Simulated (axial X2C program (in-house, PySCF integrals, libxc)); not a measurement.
## Low determinants of ZnSi⁺ at the PBE0 level, two-component

Calculated with an in-house relativistic program for diatomic molecules. Two-component (2c) means X2C with spin–orbit coupling and atomic mean-field two-electron Coulomb and Gaunt terms. Basis: Zn dyall-cv3z [9s10p6d3f2g], Si dyall-v3z [8s7p2d1f] (cores contracted in-house); Gaussian nuclei, density fitting, unrestricted open shells. Masses: Zn 63.929 u, Si 27.977 u.

Search at 2.519 Å (vertical energies from the lowest determinant):

```
ΔE (eV)    state  electrons beyond evenly filled partner blocks  electrons in ±ω = 1/2, 3/2, 5/2, 7/2
   0.00  Ω = 1/2                                        ω = 1/2                             31 10 2 0
   0.02  Ω = 3/2                                        ω = 3/2                             30 11 2 0
   2.25  Ω = 5/2                           2 × ω = 1/2, ω = 3/2                             30 11 2 0
   2.38  Ω = 1/2                          2 × ω = -1/2, ω = 3/2                             30 11 2 0
   2.65  Ω = 3/2                                    3 × ω = 1/2                             31 10 2 0
```

Lowest determinant, Ω = 1/2 (⟨Sz⟩ = -0.50, ⟨Lz⟩ = 1.00 at PBE0): Re = 2.509 Å, ωe = 242.2 cm⁻¹.

The determinant in row 2 of the search, Ω = 3/2 (⟨Sz⟩ = 0.50, ⟨Lz⟩ = 1.00 at PBE0), was followed along the bond at PBE0; measured from the minimum of the lowest determinant it gives:

Te = 0.025 eV (199 cm⁻¹), Re = 2.511 Å, ωe = 242.2 cm⁻¹.

(1) Compare the bond of the determinant in row 2 with that of the lowest one.

The search compares states at one distance, so a state with another bond length can lie lower; it is not exhaustive and yields mostly the lowest determinant of each block pattern, so other components and higher states of one pattern are missing. These are energies of single determinants, not of spin-adapted states; PBE0 term energies can be off by some tenths of an eV, and the functional has no current term.

Results:

(1) At PBE0 its Re is 0.002 Å longer and its force constant, which goes as ωe², is 1.00 times that of the lowest determinant. T0 ≈ Te + Δωe/2 = 199 + (0) = 199 cm⁻¹.
